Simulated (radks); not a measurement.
Results of a calculation; reference values are marked as such.
Problem. The mean radii <r> (bohr) of the occupied orbitals of an atom or ion are listed with their occupations. Level of theory: Dirac Kohn-Sham, relativistic LDA (MacDonald-Vosko exchange, VWN5 correlation), spin-unpolarised, spherical densities, finite nucleus; Fermi nuclear charge, rms radius of each element as measured or else 0.836 A^(1/3) + 0.57 fm (a radial shooting solver on a logarithmic mesh with Libxc functionals).

orbital  occ.      <r>
1s1/2       2  0.01975
2s1/2       2  0.08306
2p1/2       2  0.06894
2p3/2       4  0.07640
3s1/2       2   0.2170
3p1/2       2   0.2066
3p3/2       4   0.2206
3d3/2       4   0.1937
3d5/2       6   0.1981
4s1/2       2   0.4859
4p1/2       2   0.4922
4p3/2       4   0.5230
4d3/2       4   0.5412
4d5/2       6   0.5514
5s1/2       2    1.043
4f5/2       6   0.6076
4f7/2       4   0.6132

Name the element and its charge.

Solution. Z = 70, ytterbium, charge +12: Yb12+ in [Kr] 4d10 4f(5/2: 6, 7/2: 4) 5s2. The 1s radius gives Z: for a bare nucleus <r> = (2 gamma + 1)/(2Z) with gamma = sqrt(1 - (Z/c)^2), 0.01942 bohr for Z = 70, and screening makes it slightly larger (0.01975 here). The occupations add up to 58, and the charge is Z minus that.
